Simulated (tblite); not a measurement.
Compound: C₆H₁₃F.
SMILES with atom numbers: `[CH3:1][CH2:2][CH2:3][CH2:4][C@H:5]([CH3:6])[F:7]` (hydrogens: H8, H9, H10 on C1; H11, H12 on C2; H13, H14 on C3; H15, H16 on C4; H17 on C5; H18, H19, H20 on C6)

Computed with GFN2-xTB (tblite), gas phase: Langevin dynamics at 200 K from the optimised GFN2-xTB geometry, time step 0.5 fs, friction 0.01 fs⁻¹, 2000 steps.

Start geometry:
```
atom  x, y, z in Å
C1     -3.180   -0.167   -0.311
C2     -1.807   -0.721    0.050
C3     -0.690    0.263   -0.290
C4      0.686   -0.290    0.079
C5      1.810    0.683   -0.264
C6      3.190    0.132    0.059
F7      1.628    1.852    0.461
H8     -3.237    0.050   -1.376
H9     -3.959   -0.884   -0.065
H10    -3.374    0.753    0.236
H11    -1.777   -0.947    1.118
H12    -1.639   -1.657   -0.490
H13    -0.716    0.485   -1.360
H14    -0.854    1.199    0.247
H15     0.720   -0.500    1.150
H16     0.868   -1.222   -0.458
H17     1.748    0.985   -1.318
H18     3.951    0.872   -0.173
H19     3.253   -0.112    1.117
H20     3.376   -0.765   -0.525
```

The statistics below take the 31 frames saved every 25 fs from 250 to 1000 fs; their kinetic temperature (all 3N coordinates) averages 193 K.

**Question.** How do the bond lengths spread?

**Answer.** 
| bond | start (Å) | mean (Å) | standard deviation (Å) | shortest (Å) | longest (Å) |
| --- | --- | --- | --- | --- | --- |
| C1–C2 | 1.524 | 1.531 | 0.032 | 1.469 | 1.588 |
| C2–C3 | 1.527 | 1.534 | 0.024 | 1.487 | 1.582 |
| C3–C4 | 1.528 | 1.534 | 0.021 | 1.491 | 1.575 |
| C4–C5 | 1.526 | 1.526 | 0.023 | 1.483 | 1.572 |
| C5–C6 | 1.521 | 1.526 | 0.023 | 1.466 | 1.569 |
| C5–F7 | 1.387 | 1.395 | 0.031 | 1.336 | 1.462 |
| C1–H8 | 1.088 | 1.090 | 0.021 | 1.048 | 1.140 |
| C1–H9 | 1.088 | 1.089 | 0.028 | 1.035 | 1.185 |
| C1–H10 | 1.088 | 1.092 | 0.026 | 1.046 | 1.143 |
| C2–H11 | 1.092 | 1.098 | 0.037 | 1.015 | 1.181 |
| C2–H12 | 1.093 | 1.094 | 0.017 | 1.069 | 1.133 |
| C3–H13 | 1.093 | 1.090 | 0.020 | 1.060 | 1.131 |
| C3–H14 | 1.092 | 1.096 | 0.026 | 1.039 | 1.141 |
| C4–H15 | 1.092 | 1.093 | 0.015 | 1.063 | 1.132 |
| C4–H16 | 1.092 | 1.096 | 0.021 | 1.063 | 1.138 |
| C5–H17 | 1.098 | 1.095 | 0.013 | 1.070 | 1.121 |
| C6–H18 | 1.087 | 1.088 | 0.021 | 1.041 | 1.130 |
| C6–H19 | 1.087 | 1.087 | 0.016 | 1.056 | 1.110 |
| C6–H20 | 1.086 | 1.091 | 0.037 | 1.023 | 1.169 |

**Question.** How far does each atom move about its mean position (frames aligned on the start, all atoms weighted alike), and what rms force does it feel?

**Answer.** 
| atom | rms displacement (Å) | rms force (eV/Å) |
| --- | --- | --- |
| C1 | 0.11 | 1.77 |
| C2 | 0.14 | 1.80 |
| C3 | 0.15 | 1.54 |
| C4 | 0.09 | 1.17 |
| C5 | 0.12 | 1.42 |
| C6 | 0.10 | 1.82 |
| F7 | 0.35 | 0.97 |
| H8 | 0.33 | 0.72 |
| H9 | 0.21 | 0.93 |
| H10 | 0.34 | 0.89 |
| H11 | 0.33 | 1.19 |
| H12 | 0.33 | 0.66 |
| H13 | 0.27 | 0.76 |
| H14 | 0.28 | 0.92 |
| H15 | 0.18 | 0.51 |
| H16 | 0.16 | 0.72 |
| H17 | 0.30 | 0.58 |
| H18 | 0.24 | 0.79 |
| H19 | 0.36 | 0.64 |
| H20 | 0.37 | 1.20 |

The displacements run from 0.09 to 0.37 Å, the largest at H20.

**Question.** Follow the torsions C1–C2–C3–C4, C2–C3–C4–C5 and C3–C4–C5–C6 through every second one of these frames.

**Answer.** 
```tsv
t (fs)	C1–C2–C3–C4 (°)	C2–C3–C4–C5 (°)	C3–C4–C5–C6 (°)
250	170	178	-170
300	161	-179	-175
350	157	166	-175
400	173	155	164
450	170	153	166
500	176	160	172
550	-175	-177	179
600	-173	-176	-177
650	175	-169	-162
700	174	-168	-161
750	-167	-176	180
800	179	176	-178
850	163	-179	-159
900	173	-170	-166
950	-170	175	178
1000	-163	172	-179
```

Largest departure from the start value over all these frames: C1–C2–C3–C4 23° (start 180°), C2–C3–C4–C5 27° (start 180°), C3–C4–C5–C6 20° (start -178°).

The run is classical and short, so these are rough statistics of one trajectory.

The cost below is that of the whole dynamics run. Hardware: one thread, Arm Neoverse N1 (aarch64), on a shared host. Cost: 19 s, 0.18 GiB resident at most.
